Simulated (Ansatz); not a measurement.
Geometry optimisation, RKS PBE0-D4/def2-SVP (Ansatz 0.2.0).

Input file:

```yaml
crystal:
  periodic: [false, false, false]
  atoms:
    - { symbol: Ti, position_ang: [0.0, 0.0, 0.0] }
    - { symbol: F, position_ang: [0.0, 0.0, 2.18] }
    - { symbol: Cl, position_ang: [2.2349, 0.0, -0.7892] }
    - { symbol: Cl, position_ang: [-1.1163, 1.9339, -0.7892] }
    - { symbol: Cl, position_ang: [-1.1163, -1.9339, -0.7892] }
    - { symbol: S, position_ang: [-2.5623, 0.0, 0.8514] }
    - { symbol: H, position_ang: [-3.3179, -0.8728, 0.0594] }
    - { symbol: H, position_ang: [-1.2517, 0.0, 2.0365] }
basis:
  gaussian: { orbitals: def2-SVP }
hamiltonian:
  xc: pbe0
  dispersion: d4
relax:
  f_tol: 0.15
  max_steps: 25
  restrain:
    - { distance: [0, 5], at: 2.4, k: 30.0 }
    - { distance: [7, 1], at: 0.92, k: 30.0 }
    - { distance: [0, 1], at: 3.03, k: 30.0 }
    - { distance: [7, 5], at: 2.6, k: 30.0 }
output:
  orbitals: {}
```

Command:

```bash
$ ansatz run input.yaml --threads 4 --pin off --max-ram 5120MiB --backend cpu --events-out ev --progress --plain --runs-dir out
```

Problem. Where does it end, and by what steps?

Solution. The forces met the threshold. The restraints hold the end off the free minimum; the threshold counts their pulls, which the force column leaves out. Restrained pairs: Ti1–S6 (2.70 → 2.37 Å), F2–H8 (1.26 → 0.93 Å), Ti1–F2 (2.18 → 3.03 Å), S6–H8 (1.77 → 2.60 Å). After 14 steps the energy has fallen by 3.148 eV (the restraints' own energy left out); Cl3 moved furthest, 1.85 Å.

```
step  energy less start (eV)  largest force component (eV/Å)  accepted
   0                  0.0000                           2.227       yes
   1                 -0.3931                           3.104       yes
   2                 -0.6050                           2.193       yes
   3                 -1.2531                           1.888       yes
   4                 -1.8451                           0.621       yes
   5                 -2.2449                           0.493       yes
   6                 -2.4868                           0.633       yes
   7                 -2.7085                           0.620       yes
   8                 -2.8330                           0.681       yes
   9                 -2.8641                           0.681       yes
  10                 -2.9019                           0.740       yes
  11                 -2.9587                           0.880       yes
  12                 -3.0303                           0.849       yes
  13                 -3.1121                           0.831       yes
  14                 -3.1479                           0.817       yes
```

```xyz
8
Properties=species:S:1:pos:R:3
Ti -0.656 -0.084 -0.498
F -0.106 1.067 2.245
Cl 1.122 -1.079 0.223
Cl -0.410 2.012 -0.915
Cl -1.216 -1.091 -2.319
S -2.531 -0.423 0.910
H -2.606 -1.730 0.556
H -0.727 0.456 2.559
```

Run time: 56 s on 4 threads of Intel(R) Xeon(R) Platinum 8259CL CPU @ 2.50GHz (Skylake/Cascade Lake), with other jobs on the host, peak memory 0.41 GiB.
